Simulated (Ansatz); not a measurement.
The cluster B4H⁺: single points at one geometry.

```yaml
crystal:
  periodic: [false, false, false]
  atoms:
    - {symbol: B, position_ang: [-0.718624, -0.393072, 1.548709]}
    - {symbol: B, position_ang: [0.498376, -0.686013, 0.637563]}
    - {symbol: B, position_ang: [0.326219, 0.178118, -0.702245]}
    - {symbol: B, position_ang: [-0.919265, 0.455468, 0.269444]}
    - {symbol: H, position_ang: [0.813304, 0.445499, -1.753471]}
basis:
  gaussian: {orbitals: def2-TZVP, initial_orbitals: start.molden}
total_charge: 1
hamiltonian: {xc: pbe, dispersion: d4}
scf: {omitted_lower_state_checks: [starts]}
output: {orbitals: {seedname: orbitals}}
```

The file start.molden holds the orbitals of an earlier run on this structure, at another level or in another basis.

```sh
$ ansatz run in.yaml --threads 4 --pin off --events-out ev --progress --plain --max-ram 3916MiB
```

Output, abridged:

```
Functional definition: PBE
720 factors; their error is unknown
mean field evaluation 1: about -2701.9586 eV, gradient 5.8e0 eV
mean field evaluation 2: about -2702.0428 eV, gradient 1.5e-1 eV
mean field evaluation 4: about -2702.0272 eV, gradient 4.8e-4 eV
mean field -2702.02724134 eV, -99.2976696193 hartree, gradient 2.5e-5 eV, S^2 0.000000; 0 other end points of the search recorded, 0 dependent functions left out
reference -2702.02728589 eV, -99.2976712566 hartree; 10, 10 occupied and 120, 120 virtual orbitals, 720 factors
Total energy: -2702.10321196 eV, -99.3004614884 hartree
Checks for a lower state left out: starts
```

It took 0.6 s on 4 threads of Arm Neoverse V1 on a shared host.

As the first input, with `correlation: {method: mp2}` and without the key `hamiltonian` (abridged; 0.5 s):

```
Functional definition: HF
mean field -2688.33663429 eV, -98.7945490900 hartree, gradient 1.8e-6 eV, S^2 0.000000; unrestricted orbitals would lower it
4 core orbitals not correlated: weight in the atoms' cores, before any rotation towards them, 1.000 or more for the frozen orbitals, at most 0.000 for the correlated occupied ones
second order -8.71782512 eV of doubles, -0.00000000 eV of singles
Total energy: -2697.05445941 eV, -99.1149232542 hartree
Checks for a lower state left out: starts
```

First input, but with `hamiltonian: {xc: pbe}`, `correlation: {method: rpa}` and without the key `output` (abridged; 1.6 s):

```
Functional definition: PBE
mean field -2702.02720881 eV, -99.2976684240 hartree, gradient 1.2e-6 eV, S^2 0.000000; unrestricted orbitals would lower it
mean field evaluation 16: about -2688.3300 eV, gradient 9.2e-1 eV
4 core orbitals not correlated: weight in the atoms' cores, before any rotation towards them, 1.000 or more for the frozen orbitals, at most 0.000 for the correlated occupied ones
Total energy: -2703.64918590 eV, -99.3572749827 hartree
Checks for a lower state left out: starts
```

The first input with `gaussian: {orbitals: def2-SVP, initial_orbitals: start.molden}`, `hamiltonian: {xc: pbe0, dispersion: d4}` (abridged; 0.3 s):

```
Functional definition: PBE0
mean field -2699.47473692 eV, -99.2038668122 hartree, gradient 2.6e-5 eV, S^2 0.000000
Total energy: -2699.53752443 eV, -99.2061742107 hartree
Checks for a lower state left out: starts
```

As the first input, with `gaussian: {orbitals: def2-SVP, initial_orbitals: start.molden}` (abridged; 0.3 s):

```
Functional definition: PBE
mean field -2699.11690609 eV, -99.1907167717 hartree, gradient 1.2e-5 eV, S^2 0.000000
Total energy: -2699.19286407 eV, -99.1935081759 hartree
Checks for a lower state left out: starts
```

First input, but with `hamiltonian: {xc: {text: "exchange = 0.65*pbe_x + 0.35*exact_x\ncorrelation = pbe_c"}}` (abridged; 0.65 s):

```
Functional definition: unnamed
mean field -2702.55213245 eV, -99.3169590118 hartree, gradient 2.2e-5 eV, S^2 0.000000
Total energy: -2702.55216161 eV, -99.3169600834 hartree
Checks for a lower state left out: starts
```

As the first input, with `hamiltonian: {xc: {name: r2SCANh}, dispersion: d4}` (abridged; 1.8 s):

```
Functional definition: r2SCANh
mean field -2704.35115894 eV, -99.3830720159 hartree, gradient 1.7e-5 eV, S^2 0.000000
Total energy: -2704.36834523 eV, -99.3837036006 hartree
Checks for a lower state left out: starts
```

Geometry: r2SCAN-D4/def2-TZVP.

Correlated methods freeze 4 core orbitals. At MP2/def2-TZVP, RPA@PBE/def2-TZVP the restricted singlet (for correlated methods, its reference) is unstable: a solution with broken spin symmetry lies lower. The restricted singlet is unstable towards broken spin symmetry at other levels; at PBE0-D4/def2-SVP, PBE-D4/def2-SVP, PBE with 35 % exact exchange/def2-TZVP, r2SCANh-D4/def2-TZVP this wasn't settled. The order of the spin states hangs on the level: the triplet lies 0.10 eV below the singlet at PBE0-D4/def2-TZVP, but 0.18 eV above it at MP2/def2-TZVP. The structure comes from a short search, and lower isomers may exist.
